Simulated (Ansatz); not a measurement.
**Ligand exchange: GaH3 + C2H2O → GaH2(OH) + C2H2**

Species: GaH3 `[GaH3]`, singlet; C2H2O (ethynol) `C#CO`, singlet; GaH2(OH), singlet; C2H2 (acetylene) `C#C`, singlet. The partners trade H for OH: Ga–H and C–OH bonds give way to Ga–OH and C–H.

Shapes, held fixed at every level: PBE0-D4/def2-TZVP. Programs: Ansatz 0.2.0. The zero-point and thermal change to 298 K, harmonic and unscaled (PBE0-D4/def2-TZVP), is +7.6 kJ/mol.

**Question.** Estimate ΔH(298 K) of this reaction.

**Answer.** The highest level, CCSD(T)/def2-TZVPP, gives ΔH(298 K) = -166.3 kJ/mol; the levels span -173.3 to -141.4. The column of differences is taken from that level and isn't an error. No measured value is set beside it here. Relativity is left out for Ga unless named. Correlated rows may include outer-core shells of Ga, which these sets cover unevenly. Times are processor times on shared x86 and Arm servers, and rough.

```json
{"level": "HF/def2-TZVPP", "kind": "Hartree–Fock", "ΔH(298 K) (kJ/mol)": "-152.9", "less CCSD(T)/def2-TZVPP": "+13.4", "CPU time (sum over the molecules)": "–"}
{"level": "PBE-D4/def2-TZVPP", "kind": "GGA", "ΔH(298 K) (kJ/mol)": "-141.4", "less CCSD(T)/def2-TZVPP": "+24.9", "CPU time (sum over the molecules)": "9.1 s"}
{"level": "BHLYP-D4/def2-TZVPP", "kind": "global hybrid", "ΔH(298 K) (kJ/mol)": "-152.8", "less CCSD(T)/def2-TZVPP": "+13.5", "CPU time (sum over the molecules)": "7.9 s"}
{"level": "wB97X-V/def2-TZVPP", "kind": "range-separated hybrid", "ΔH(298 K) (kJ/mol)": "-151.1", "less CCSD(T)/def2-TZVPP": "+15.2", "CPU time (sum over the molecules)": "19 s"}
{"level": "B2PLYP/def2-TZVPP", "kind": "double hybrid", "ΔH(298 K) (kJ/mol)": "-161.9", "less CCSD(T)/def2-TZVPP": "+4.4", "CPU time (sum over the molecules)": "14 s"}
{"level": "MP2/def2-TZVPP", "kind": "perturbation theory", "ΔH(298 K) (kJ/mol)": "-173.3", "less CCSD(T)/def2-TZVPP": "-7.0", "CPU time (sum over the molecules)": "–"}
{"level": "CCSD(T)/def2-TZVPP", "kind": "coupled cluster or CI", "ΔH(298 K) (kJ/mol)": "-166.3", "less CCSD(T)/def2-TZVPP": "0.0", "CPU time (sum over the molecules)": "46 s"}
```
